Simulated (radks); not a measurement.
Values are calculated unless marked as measured or tabulated.
All-electron atom: K IV in [Ne] 3s2 3p4.

Code: a radial shooting solver on a logarithmic mesh with Libxc functionals. Model: scalar-relativistic Kohn-Sham, LDA (Slater exchange, VWN5 correlation), spin-unpolarised, spherical densities, point nucleus.

Energy parts (eV):
part                      energy
total                 -16258.839
kinetic                16347.827
electron-nucleus      -38101.454
Hartree                 6326.999
exchange-correlation    -832.212

Orbitals (lengths in bohr, moments of r in powers of bohr; r(90%) holds 90 % of the orbital's charge):
orbital,occ.,eigenvalue (eV),<r^4>,r(90%)
1s,2,-3555.535,0.0002030,0.145
2s,2,-394.7354,0.05698,0.606
2p,6,-322.6988,0.04857,0.579
3s,2,-72.2636,4.346,1.79
3p,4,-54.8474,6.309,1.97

The highest occupied level is 3p at -54.847 eV. Summed over all electrons, <r^2> = 12.40 bohr^2, which gives a Langevin (diamagnetic) susceptibility term of -9.82 x 10^-6 cm^3/mol. The density falls to 0.001 e/bohr^3 at r = 2.89 bohr. For comparison, the ionisation energy in NIST's Atomic Spectra Database is 60.92 eV (semi-empirical). In exact Kohn-Sham theory the highest level is minus the ionisation energy, but local and semilocal functionals leave it too shallow, through self-interaction and a potential that decays too fast; potentials with the right tail come closer.

Beside tabulated values, note that spin-unpolarised runs miss the spin-polarisation part of the exchange energy of open shells.
